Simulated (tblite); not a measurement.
C₃H₉OSi (SMILES CO[Si](C)C), doublet, at a GFN2-xTB geometry; GFN1-xTB (tblite).

Input for tblite:
```
$ tblite run mol.xyz --method gfn1 --charge 0 --spin 1 --etemp 2000 --json tblite.json --no-restart

# file mol.xyz
14

C      1.90452480    -0.70742963     0.64244582
O      1.20840243    -0.12648447    -0.42931285
Si    -0.36583798     0.29422034    -0.54235485
C     -0.83913476     1.63795260     0.73014405
C     -1.52376810    -1.21199279    -0.34399243
H      1.48460471    -1.68420376     0.89482328
H      1.86586362    -0.06496564     1.52554104
H      2.94303746    -0.83234589     0.33546628
H     -1.84761689     2.00357650     0.56766526
H     -0.79341441     1.24124988     1.74503572
H     -0.16576344     2.48882457     0.67896605
H     -1.47564350    -1.60389767     0.67265625
H     -1.24891015    -2.01669610    -1.02001637
H     -2.55737663    -0.94993177    -0.54425128
```

Task: Predict the main parts of the log of this tblite run.

Result: 
```
xTB calculator
 | screened Coulomb repulsion
 | Coulomb electrostatics
 |  * isotropic Klopman-Ohno-Mataga-Nishimoto electrostatics
 |  * onsite third-order electrostatics
 | DFT-D3(BJ) dispersion correction

halogen bonding energy    0.0000000000000E+00 Eh
repulsion energy          1.9668811101923E-01 Eh
dispersion energy        -4.8037726066657E-03 Eh
number of electrons       3.1000000000000E+01 e
integral cutoff           2.8146159136829E+01 bohr

------------------------------------------------------------
  cycle        total energy    energy error   density error
------------------------------------------------------------
      1     -17.63759428576  -1.7829479E+01   5.6044956E-01
      2     -17.73295449902  -9.5360213E-02   3.2011493E-01
      3     -17.73358339933  -6.2890031E-04   6.4105486E-02
      4     -17.73442345180  -8.4005247E-04   5.7130419E-03
      5     -17.73448100314  -5.7551342E-05   2.5079636E-03
      6     -17.73449318708  -1.2183940E-05   9.5395371E-04
      7     -17.73449628332  -3.0962389E-06   2.2476339E-04
      8     -17.73449631231  -2.8992556E-08   9.3919414E-05
      9     -17.73449634361  -3.1301241E-08   5.5467872E-06
------------------------------------------------------------

electronic energy        -1.7926380682027E+01 Eh
total energy             -1.7734496343614E+01 Eh

Post processing:
 | Mayer-Wiberg bond orders

[Info] JSON dump of results written to 'tblite.json'
```
